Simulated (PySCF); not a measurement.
Molfile (atoms numbered from 1):
```
CH4FNSi2
     RDKit          3D

  9  8  0  0  0  0  0  0  0  0999 V2000
    2.7506   -1.2751   -0.5217 N   0  0  0  0  0  0  0  0  0  0  0  0
    1.9659   -0.4694   -0.2372 C   0  0  0  0  0  0  0  0  0  0  0  0
    0.6433    0.7632    0.1971 Si  0  0  0  0  0  4  0  0  0  0  0  0
   -1.3834   -0.3950   -0.0505 Si  0  0  0  0  0  4  0  0  0  0  0  0
   -2.5909    0.6563    0.2515 F   0  0  0  0  0  0  0  0  0  0  0  0
    0.7705    1.9047   -0.7514 H   0  0  0  0  0  0  0  0  0  0  0  0
    0.8888    1.2134    1.5957 H   0  0  0  0  0  0  0  0  0  0  0  0
   -1.5225   -0.8996   -1.4445 H   0  0  0  0  0  0  0  0  0  0  0  0
   -1.4647   -1.5157    0.9271 H   0  0  0  0  0  0  0  0  0  0  0  0
  1  2  3  0
  2  3  1  0
  3  4  1  0
  4  5  1  0
  3  6  1  0
  3  7  1  0
  4  8  1  0
  4  9  1  0
M  END
```

Geometry: PBE0-D3(BJ)/def2-SVP; GIAO absolute shieldings from PySCF 2.14, gas phase, non-relativistic, averaged over equivalent atoms.

At PBE0/STO-3G (37 basis functions, 4 s wall time on 1 thread of an Arm Neoverse N1, shared host):
| atoms | σ (ppm) |
| --- | --- |
| N1 | 28.4 |
| C2 | 133.8 |
| Si4 | 542.2 |
| Si3 | 601.1 |
| F5 | 539.7 |
| H8/H9 | 29.69 |
| H6/H7 | 30.21 |

**Question.** What do these become at PBE0/6-31G*?

**Answer.** 
```tsv
atoms	σ at PBE0/6-31G*	change
N1	-71.4	-99.8
C2	87.2	-46.6
Si4	386.3	-155.9
Si3	495.0	-106.1
F5	425.6	-114.1
H8/H9	26.01	-3.68
H6/H7	27.61	-2.60
```

The largest change is at Si4 (silicon bonded to F, Si, 2 H). Cost: 86 basis functions, 10 s wall time on 1 thread of an Arm Neoverse N1, shared host.
